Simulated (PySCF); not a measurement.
SnI, SMILES [Sn+][I] (connectivity only; charge and spin as stated), charge +1, multiplicity 1. The structure is a stationary point at B3LYP-D3(BJ)/def2-TZVP. The spin state was assumed, not searched. The def2 effective core potentials stand for the cores of I, Sn; spin–orbit coupling is left out.

All values below come from B3LYP-D3(BJ)/def2-TZVP in PySCF.

Harmonic wavenumbers (cm⁻¹): 234. Rotational constants (GHz): 1.204 (linear); symmetry number 1.

Task: Work out the zero-point energy and the ideal-gas rigid-rotor harmonic-oscillator thermochemistry at 298.15 K and 1 atm.

Result: ZPE = ½ Σ hcν = ½ × 234 cm⁻¹ = 1.40 kJ/mol. H − E(el) = 11.41 kJ/mol. Entropy in J/(mol K): translation 177.39, rotation 79.39, vibration 7.73, total 264.51. G − E(el) = -67.45 kJ/mol. Cp = 36.59 J/(mol K).
